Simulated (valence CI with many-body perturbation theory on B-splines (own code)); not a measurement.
**Forbidden lines of Pt XXXVIII**

Computed by relativistic CI+MBPT: five valence electrons over a frozen Dirac-Fock core [Kr], radial functions for each j: 7 s, 7 p, 8 d, 6 f, 4 g, 1 h, with the one-electron correlation potential Σ1 (screened to all orders), the two-electron term Σ2, the three-electron term Σ3, Breit, model QED; selected single and double excitations, second order for the rest (own B-spline code, finite nucleus).

The last digits are not significant, and no measured levels were compared; by estimate large intervals hold to a few tenths of a per cent, small ones and those within an open d or f shell to about a per cent. Only levels of the ground parity were solved; by the run's estimate the other parity begins above the list, which can be wrong where configurations are misplaced.

Lines 1 to 50 of 120 in falling wavelength, among levels below 821890 cm⁻¹, chosen from the decays that carry over 1 % of a level's rate. Wavelengths and rates use the calculated energies. Electric multipoles are in the length gauge, E1 and E2 with the static RPA response of the core. S is in atomic units (e²a₀⁴ for E2 and M2, e²a₀⁶ for E3), for M1 in squared Bohr magnetons. Weak lines are less certain than strong ones. Lines between different terms over intervals too small for the method are left out, as are lines whose strength nearly cancels.

Levels are named by their leading jj configuration (3d3/2^4 stands for four electrons in 3d with j = 3/2), which in mixed levels can hold well under half, so a name can repeat and another be missing. Letters in brackets count levels of one name in rising energy.

| λ vac (nm) | Upper | Lower | Type | A (s⁻¹) | S (a.u.) |
| --- | --- | --- | --- | --- | --- |
| 1185 | (4d3/2^3 4d5/2^2) J=11/2 | (4d3/2^3 4d5/2^2) J=7/2 [a] | E2 | 3.04e-07 | 7.61e-04 |
| 710.2 | (4d3/2^3 4d5/2^2) J=9/2 | (4d3/2^3 4d5/2^2) J=11/2 | M1 | 2.44e+01 | 3.24e+00 |
| 444.1 | (4d3/2^3 4d5/2^2) J=9/2 | (4d3/2^3 4d5/2^2) J=7/2 [a] | M1 | 1.17e+02 | 3.79e+00 |
| 359.2 | (4d3/2^3 4d5/2^2) J=5/2 [b] | (4d3/2^3 4d5/2^2) J=3/2 [a] | M1 | 1.75e+02 | 1.81e+00 |
| 271.6 | (4d3/2^3 4d5/2^2) J=1/2 | (4d3/2^3 4d5/2^2) J=3/2 [a] | M1 | 1.19e+03 | 1.77e+00 |
| 249.5 | (4d3/2^3 4d5/2^2) J=7/2 [a] | (4d3/2^3 4d5/2^2) J=5/2 [a] | M1 | 6.12e+02 | 2.82e+00 |
| 208.7 | (4d3/2^3 4d5/2^2) J=7/2 [b] | (4d3/2^3 4d5/2^2) J=7/2 [a] | M1 | 2.30e+02 | 6.21e-01 |
| 179.8 | (4d3/2^2 4d5/2^3) J=1/2 [b] | (4d3/2^2 4d5/2^3) J=3/2 [a] | M1 | 1.94e+03 | 8.35e-01 |
| 172.6 | (4d3/2^3 4d5/2^2) J=3/2 [b] | (4d3/2^3 4d5/2^2) J=1/2 | M1 | 2.20e+02 | 1.67e-01 |
| 163.3 | (4d3/2^2 4d5/2^3) J=9/2 [c] | (4d3/2^2 4d5/2^3) J=9/2 [b] | M1 | 1.49e+03 | 2.41e+00 |
| 149.4 | (4d3/2^3 4d5/2^2) J=3/2 [b] | (4d3/2^3 4d5/2^2) J=5/2 [b] | M1 | 6.33e+02 | 3.13e-01 |
| 137.8 | (4d3/2^3 4d5/2^2) J=5/2 [b] | (4d3/2^3 4d5/2^2) J=5/2 [a] | M1 | 3.44e+03 | 2.00e+00 |
| 132.4 | (4d3/2^2 4d5/2^3) J=3/2 [c] | (4d3/2^2 4d5/2^3) J=1/2 [b] | M1 | 1.06e+03 | 3.64e-01 |
| 107.7 | (4d3/2^2 4d5/2^3) J=1/2 [a] | (4d3/2^3 4d5/2^2) J=3/2 [b] | M1 | 6.77e+03 | 6.27e-01 |
| 107.1 | (4d3/2^2 4d5/2^3) J=3/2 [b] | (4d3/2^2 4d5/2^3) J=5/2 [a] | M1 | 9.78e+02 | 1.78e-01 |
| 105.5 | (4d3/2^3 4d5/2^2) J=3/2 [b] | (4d3/2^3 4d5/2^2) J=3/2 [a] | M1 | 1.81e+03 | 3.15e-01 |
| 103.6 | (4d3/2^2 4d5/2^3) J=3/2 [c] | (4d3/2^2 4d5/2^3) J=5/2 [c] | M1 | 2.68e+03 | 4.42e-01 |
| 99.58 | (4d3/2^2 4d5/2^3) J=3/2 [a] | (4d3/2^3 4d5/2^2) J=3/2 [b] | M1 | 3.16e+03 | 4.63e-01 |
| 96.30 | (4d3/2^2 4d5/2^3) J=5/2 [b] | (4d3/2^3 4d5/2^2) J=3/2 [b] | M1 | 4.94e+03 | 9.82e-01 |
| 74.53 | (4d3/2^2 4d5/2^3) J=9/2 [a] | (4d3/2^3 4d5/2^2) J=7/2 [b] | M1 | 1.12e+04 | 1.71e+00 |
| 74.04 | (4d3/2^2 4d5/2^3) J=5/2 [c] | (4d3/2^3 4d5/2^2) J=3/2 [b] | M1 | 2.79e+04 | 2.52e+00 |
| 72.72 | (4d3/2^2 4d5/2^3) J=5/2 [d] | (4d3/2^2 4d5/2^3) J=5/2 [b] | M1 | 5.92e+03 | 5.06e-01 |
| 71.93 | (4d3/2^2 4d5/2^3) J=7/2 [a] | (4d3/2^3 4d5/2^2) J=5/2 [b] | M1 | 2.10e+04 | 2.32e+00 |
| 71.69 | (4d3/2^3 4d5/2^2) J=3/2 [b] | (4d3/2^3 4d5/2^2) J=5/2 [a] | M1 | 1.53e+03 | 8.34e-02 |
| 71.63 | (4d3/2^2 4d5/2^3) J=5/2 [a] | (4d3/2^3 4d5/2^2) J=3/2 [a] | M1 | 3.59e+03 | 2.93e-01 |
| 70.95 | (4d3/2^2 4d5/2^3) J=5/2 [d] | (4d3/2^2 4d5/2^3) J=3/2 [a] | M1 | 1.60e+03 | 1.27e-01 |
| 69.33 | (4d3/2^2 4d5/2^3) J=5/2 [a] | (4d3/2^3 4d5/2^2) J=7/2 [a] | M1 | 1.75e+04 | 1.30e+00 |
| 68.42 | (4d3/2^3 4d5/2^2) J=5/2 [a] | (4d3/2^4 4d5/2) J=5/2 | M1 | 1.10e+05 | 7.84e+00 |
| 67.12 | (4d3/2^2 4d5/2^3) J=7/2 [a] | (4d3/2^3 4d5/2^2) J=9/2 | M1 | 3.11e+04 | 2.79e+00 |
| 66.31 | (4d3/2^2 4d5/2^3) J=1/2 [a] | (4d3/2^3 4d5/2^2) J=1/2 | M1 | 5.30e+04 | 1.15e+00 |
| 64.78 | (4d3/2 4d5/2^4) J=7/2 [a] | (4d3/2^2 4d5/2^3) J=5/2 [c] | M1 | 2.06e+04 | 1.66e+00 |
| 64.72 | (4d3/2^2 4d5/2^3) J=11/2 | (4d3/2^3 4d5/2^2) J=9/2 | M1 | 1.35e+04 | 1.63e+00 |
| 64.38 | (4d3/2^2 4d5/2^3) J=5/2 [b] | (4d3/2^3 4d5/2^2) J=7/2 [b] | M1 | 1.44e+04 | 8.57e-01 |
| 64.09 | (4d3/2^2 4d5/2^3) J=1/2 [b] | (4d3/2^3 4d5/2^2) J=3/2 [b] | M1 | 2.39e+03 | 4.67e-02 |
| 63.14 | (4d3/2^2 4d5/2^3) J=3/2 [a] | (4d3/2^3 4d5/2^2) J=1/2 | M1 | 1.06e+04 | 3.96e-01 |
| 62.67 | (4d3/2^2 4d5/2^3) J=9/2 [a] | (4d3/2^3 4d5/2^2) J=9/2 | M1 | 9.76e+02 | 8.91e-02 |
| 61.98 | (4d3/2 4d5/2^4) J=5/2 [a] | (4d3/2^2 4d5/2^3) J=3/2 [a] | M1 | 2.52e+04 | 1.34e+00 |
| 61.06 | (4d3/2 4d5/2^4) J=3/2 [a] | (4d3/2^2 4d5/2^3) J=5/2 [c] | M1 | 2.42e+04 | 8.15e-01 |
| 60.62 | (4d3/2 4d5/2^4) J=7/2 [a] | (4d3/2^2 4d5/2^3) J=9/2 [b] | M1 | 2.03e+04 | 1.34e+00 |
| 59.75 | (4d3/2^2 4d5/2^3) J=3/2 [a] | (4d3/2^3 4d5/2^2) J=5/2 [b] | M1 | 4.26e+04 | 1.35e+00 |
| 59.31 | (4d3/2^2 4d5/2^3) J=11/2 | (4d3/2^3 4d5/2^2) J=11/2 | M1 | 7.96e+04 | 7.39e+00 |
| 59.08 | (4d3/2^2 4d5/2^3) J=5/2 [d] | (4d3/2^2 4d5/2^3) J=7/2 [a] | M1 | 1.92e+04 | 8.81e-01 |
| 58.56 | (4d3/2^2 4d5/2^3) J=5/2 [b] | (4d3/2^3 4d5/2^2) J=5/2 [b] | M1 | 5.23e+04 | 2.34e+00 |
| 58.31 | (4d3/2^2 4d5/2^3) J=7/2 [a] | (4d3/2^3 4d5/2^2) J=7/2 [a] | M1 | 4.94e+04 | 2.91e+00 |
| 57.58 | (4d3/2^2 4d5/2^3) J=9/2 [a] | (4d3/2^3 4d5/2^2) J=11/2 | M1 | 3.12e+04 | 2.21e+00 |
| 57.39 | (4d3/2 4d5/2^4) J=11/2 | (4d3/2^2 4d5/2^3) J=9/2 [b] | M1 | 1.89e+04 | 1.59e+00 |
| 56.84 | (4d3/2^2 4d5/2^3) J=9/2 [b] | (4d3/2^3 4d5/2^2) J=7/2 [b] | M1 | 1.51e+04 | 1.02e+00 |
| 54.92 | (4d3/2^2 4d5/2^3) J=9/2 [a] | (4d3/2^3 4d5/2^2) J=7/2 [a] | M1 | 4.86e+04 | 2.99e+00 |
| 54.91 | (4d3/2^2 4d5/2^3) J=7/2 [b] | (4d3/2^3 4d5/2^2) J=7/2 [b] | M1 | 1.67e+04 | 8.18e-01 |
| 54.25 | (4d3/2^2 4d5/2^3) J=5/2 [a] | (4d3/2^3 4d5/2^2) J=5/2 [a] | M1 | 2.32e+05 | 8.24e+00 |
